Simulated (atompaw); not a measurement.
# Before and after: PAW (atompaw) potential for ruthenium (Ru)

- Element: Ru (Z = 44)
- Generator: atompaw 4.2.0.5
- Type: PAW
- Functional: LDA (PW92)
- Relativity: scalar-relativistic
- Frozen core: [Ar] 3d10 4s2
- Valence charge: 14
- Reference configuration: 4p6 4d8 5s0 5p0
- Partial waves: 5s (bound, empty): rc 2.45 bohr; 5s channel at 0.75 Ry: rc 2.45 bohr; 4p (bound): rc 1.30 bohr; 5p (bound, empty): rc 2.35 bohr; 4d (bound): rc 2.45 bohr; 4d channel at 0.15 Ry: rc 2.45 bohr
- Local potential: ultrasoft scheme with l = 3 at 1 Ry, radius 1.85 bohr
- Core correction: smooth core density matched at 1.60 bohr
- Augmentation charge: besselshape compensation charge, radius 2.05 bohr; PAW radius 2.45 bohr; waves and projectors: custom rrkj vanderbiltortho

Change: all radii scaled by about 1.28 (s 3.14, p 1.66, d 3.14 bohr); local potential ultrasoft scheme with l = 3 at 1 Ry, radius 2.36 bohr; augmentation besselshape compensation charge, radius 2.62 bohr; PAW radius 3.14 bohr; waves and projectors: custom rrkj vanderbiltortho; core correction smooth core density matched at 2.04 bohr.

Cutoffs: the cutoffs (Ry, on a coarse ladder) from which the occupation-weighted sum of valence levels, in a spherical-Bessel basis at the reference potential, stays within 10 and 1 mRy of its value at 400 Ry; they do not see the model core or the augmentation charge, which bear on the density cutoff.

Question: What does the change do?

Answer: The potential gets softer (45 Ry and 80 Ry → 30 Ry and 50 Ry); the bound ghost in s disappears. A larger radius leaves more room for a smooth pseudo-wave, so fewer plane waves are needed.

| quantity | base | changed |
| --- | --- | --- |
| cutoff, loose | 45 Ry | 30 Ry |
| cutoff, tight | 80 Ry | 50 Ry |
| loose cutoff by channel (10 mRy a level) | p 35 Ry, d 15 Ry | p 25 Ry, d 8 Ry |
| bound ghosts | s | none |
| lowest overlap eigenvalue by channel | s 0.46, p 0.41, d 1.00 | s 0.32, p 0.48, d 0.05 |

 A true bound ghost makes a file unfit for plane-wave use even where its test errors are small: the radial tests pick states by their node count and pass the ghost by. The cutoffs see the waves, projectors and local potential, not the compensation charge or the core.
